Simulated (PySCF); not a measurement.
## How methods differ on the ionisation energy of As+

As+ [Ar] 3d10 4s2 4p2 (3P) → As(2+) [Ar] 3d10 4s2 4p1 (2P), as a difference of total energies. All numbers are calculated (PySCF 2.14, a scalar-relativistic core potential, in aug-cc-pVDZ-PP with ECP10MDF (5s4p3d, 32 functions)). Correlated levels: valence: 3s2 3p6 3d10 frozen. The calculations carry no spin-orbit coupling.

Q: Order these methods by the ionisation energy they give, lowest first.
A. MP2 (valence)
B. wB97X
C. PBE0
D. r2SCAN

A: A (18.237 eV), B (18.274 eV), C (18.504 eV), D (18.679 eV).

The reference lies between the lowest fine-structure levels, while these numbers refer to the centres of the terms.

Errors of the correlated levels include the incompleteness of this basis and the frozen core.

For comparison: 18.589 eV (measured; NIST Atomic Spectra Database, ionization energies).
